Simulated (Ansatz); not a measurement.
Born–Oppenheimer molecular dynamics of C₃H₁₂BNSi (18 atoms, charge 0, multiplicity 1). It starts from a relaxed structure.

Method: Ansatz, RKS PBE-D4/STO-3G.

```yaml
ensemble: NVT, Langevin thermostat
time_step: 2 fs
steps_asked: 40
set_temperature: 700 K
friction: 0.01 /fs
seed: 77964
```

First frame:

```xyz
18
Properties=species:S:1:pos:R:3
C 0.530 -2.056 -0.142
C 1.260 -0.816 -0.747
B 0.594 0.587 -0.367
N 1.415 1.588 0.161
C -0.951 0.880 -0.568
Si -1.926 0.681 1.039
H 1.013 -2.999 -0.464
H -0.527 -2.087 -0.465
H 0.544 -2.028 0.964
H 2.327 -0.853 -0.448
H 1.246 -0.927 -1.853
H 2.440 1.470 0.332
H 1.084 2.547 0.422
H -1.118 1.914 -0.925
H -1.388 0.203 -1.323
H -1.771 -0.653 1.597
H -1.463 1.645 2.027
H -3.346 0.916 0.812
```

Q: What does the run give?

A: The run went to its last step.

* steps done: 40
* time covered: 80 fs
* mean temperature over the second half: 616 K
* spread of the potential energy over the second half: 7.2 meV per atom
* mean potential energy of the second half above the start: 67.8 meV per atom

The mean temperature of the second half is 12 % below the set value. A step of 2 fs is long for free X–H stretches (periods near 10 fs) and can bias their spread and the temperature. A run of 0.08 ps of so small a system gives no equilibrium averages. Limits of this set-up: minimal basis.

Q: What happens to the structure?

A: The same pairs are bonded in the first frame and the last. Pairs count as bonded within 1.25 times the sum of covalent radii (0.12 Å more for H–H). Another seed would give other details.

Q: How do temperature and energy run in time?

A: 
```
time (fs)  T (K)  potential energy less start (eV)
      0.0    661                             0.000
      4.0    369                             0.700
      8.0    271                             1.005
     12.0    418                             0.811
     16.0    378                             1.135
     20.0    516                             0.907
     24.0    549                             1.014
     28.0    592                             1.058
     32.0    652                             0.851
     36.0    509                             1.226
     40.0    697                             1.052
     44.0    644                             1.189
     48.0    673                             1.121
     52.0    719                             0.985
     56.0    580                             1.365
     60.0    697                             1.173
     64.0    506                             1.392
     68.0    586                             1.305
     72.0    630                             1.067
     76.0    556                             1.249
     80.0    633                             1.062
```

The run took 110 s on 1 thread of Arm Neoverse V2 (shared host), peak memory 0.09 GiB.
